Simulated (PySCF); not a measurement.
A structure optimised at PBE0-D3(BJ)/def2-SVP, used in a PySCF frequency run:

```xyz
10

Sb    -0.0372     0.3970     0.0000
H      1.6714     0.6071     0.0000
C      0.0127    -1.0758    -1.5984
H      0.7675    -1.8468    -1.3928
H     -0.9775    -1.5462    -1.6804
H      0.2459    -0.5801    -2.5513
C      0.0127    -1.0758     1.5984
H      0.7675    -1.8468     1.3928
H      0.2459    -0.5801     2.5513
H     -0.9775    -1.5462     1.6804
```
Charge 0, spin multiplicity 1.

Q: Write its SMILES, formula and point group.

A: [CH3][SbH][CH3], C₂H₇Sb, Cs

Q: What are its rotational constants (standard atomic weights)?

A: 7.8438, 5.5990, 3.5500 GHz
